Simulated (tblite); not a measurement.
Start geometry of `CO[SiH2][C@H]1CCCO1` from a force field or distance geometry (Å):
```
atom  x, y, z in Å
C1     3.2956    0.6235   -0.2122
O2     1.9149    0.7272   -0.0030
Si3    1.2061   -0.6709   -0.7109
C4    -0.5036   -0.8851    0.0113
C5    -0.9199    0.2493    0.9087
C6    -2.1413    0.8384    0.2307
C7    -2.5545   -0.2963   -0.6696
O8    -1.4088   -0.9969   -1.0069
H9     3.4539    0.3407   -1.2699
H10    3.8284    1.5668   -0.0081
H11    3.7395   -0.1972    0.3944
H12    1.0880   -0.5307   -2.1686
H13    2.0450   -1.8098   -0.3623
H14   -0.5107   -1.8198    0.6111
H15   -0.1405    1.0406    0.9781
H16   -1.2302   -0.1055    1.9280
H17   -2.9410    1.0179    0.9655
H18   -1.9369    1.7665   -0.3169
H19   -3.2610   -0.9798   -0.1447
H20   -3.0281    0.1318   -1.5678
```

Q: What comes out of this run: GFN2-xTB geometry optimisation, gas phase (tblite 0.8.0)?

A: 
```
atom  x, y, z in Å
C1     3.5361    0.4042   -0.1917
O2     2.2298    0.0744    0.1755
Si3    1.0407   -0.4655   -0.7887
C4    -0.4209   -0.7886    0.3780
C5    -1.0768    0.4520    0.9891
C6    -2.1222    0.8170   -0.0594
C7    -2.5487   -0.5650   -0.5479
O8    -1.4005   -1.3835   -0.4958
H9     3.5415    1.0792   -1.0497
H10    4.0157    0.8923    0.6572
H11    4.0951   -0.4960   -0.4560
H12    0.6919    0.5481   -1.7933
H13    1.3873   -1.7021   -1.4916
H14   -0.1842   -1.5235    1.1544
H15   -0.3556    1.2467    1.1671
H16   -1.5663    0.2051    1.9339
H17   -2.9560    1.3877    0.3448
H18   -1.6632    1.3762   -0.8744
H19   -3.3264   -0.9813    0.1107
H20   -2.9226   -0.5668   -1.5749
```

The energy falls by 0.719 eV over 222 L-BFGS steps, the largest force on an atom goes from 2.15 to 0.009 eV/Å, and the atoms move by 0.694 Å rms after alignment. The bond that changes most is O2–Si3 (silyl ether oxygen to oxygen-bound silicon), which shortens by 0.097 Å. Bonds longer at the end by more than 0.005 Å: 7 of 20; shorter: 11. Among the angles that change most is C1–O2–Si3, from 106.5° to 127.4°. Among the dihedrals that turn most is H13–Si3–C4–C5, from 123° to -169°. Rotational constants go from 4041, 972.4, 859.4 to 4267, 904.4, 832.9 MHz. The orientation of the end geometry is arbitrary; only internal coordinates are fixed.

Hardware: an Arm Neoverse V2 with one thread, no GPU, shared host with 32 logical CPUs at a one-minute load of 22. Cost: 1.4 s of wall time.

Its GFN2-xTB frequencies are all real (lowest 29 cm⁻¹). The numbers are those of one conformer.

All values are computed, not measured.
